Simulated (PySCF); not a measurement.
Si(H)2(SH)2, SMILES S[SiH2]S, singlet (B3LYP/def2-SVP optimised geometry):

```
7

Si     0.174    -0.695     0.000
S     -0.321     1.406     0.000
S     -0.654    -1.816    -1.648
H      1.662    -0.695     0.000
H     -0.353    -1.406     1.196
H     -1.662     1.215     0.012
H     -0.078    -1.059    -2.613
```

Method: B3LYP/def2-TZVP (PySCF).

Q: What are the frontier orbital energies and the dipole moment?

A: HOMO-2 -9.06 eV, HOMO-1 -7.60 eV, HOMO -7.22 eV, LUMO -0.43 eV, LUMO+1 -0.03 eV; dipole moment 0.15 D.

On the same geometry PBE/def2-TZVP run with PySCF gives HOMO-2 -8.06 eV, HOMO-1 -6.63 eV, HOMO -6.27 eV, LUMO -1.13 eV, LUMO+1 -0.63 eV; dipole moment 0.21 D.

Meta-Löwdin charges at B3LYP/def2-TZVP: Si1 0.56, S2 -0.29, S3 -0.29, H4 -0.09, H5 -0.09, H6 0.11, H7 0.11.
